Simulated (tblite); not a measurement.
**Question.** Give a GFN2-xTB geometry of `F[C@@H]1C[C@@H]1[SiH2]N[SiH2]` [radical]. (Doublet state.)

**Answer.** 
Z-matrix in Å and degrees, rows numbered from 1:
```
F 
C   1  1.3691
C   2  1.4866  1  117.90
C   2  1.4884  1  117.88  3   -70.00
Si  4  1.8842  2  117.08  3  -109.60
N   5  1.7263  4  105.69  2   177.35
Si  6  1.7354  5  127.99  4   179.67
H   2  1.0836  1  109.39  3   144.22
H   3  1.0789  2  117.30  4   107.64
H   3  1.0802  2  118.06  4  -109.55
H   4  1.0829  2  114.88  3   106.57
H   5  1.4653  4  110.08  2    58.87
H   5  1.4667  4  109.84  2   -63.40
H   6  1.0069  5  116.87  4     2.85
H   7  1.4609  6  108.14  5   133.63
H   7  1.4534  6  107.68  5     8.35
```

N6 (nitrogen bonded to 2 Si and H) is planar (angles 128.0°, 116.9° and 115.1°, sum 359.9°, 0.02 Å off the plane of its three neighbours). Si7 (silicon bonded to N and 2 H) is pyramidal (angles 115.4°, 108.1° and 107.7°, sum 331.2°, 0.49 Å off the plane of its three neighbours). The 3 C–C bonds span 1.487 Å (C2–C3, drawn single) to 1.508 Å (C3–C4, drawn single), a spread of 0.021 Å. The 3-membered ring C2–C3–C4 has internal angles of 59.5° to 60.9°.

The geometry is computed with GFN2-xTB (gas phase). This method treats the open shell by occupation alone, without spin polarisation.

Point group: C1 (no symmetry element, even within 0.4 Å). Its GFN2-xTB frequencies are all real (lowest 25 cm⁻¹). Torsions: C3–C4–Si5–N6 109°, C4–Si5–N6–Si7 180°, Si5–N6–Si7–H 134° and 8°. 3 starts were optimised and ended at 0.00, 0.07 and 0.92 kcal/mol (GFN2-xTB); the lowest of these is shown.

One conformer stands for the species.
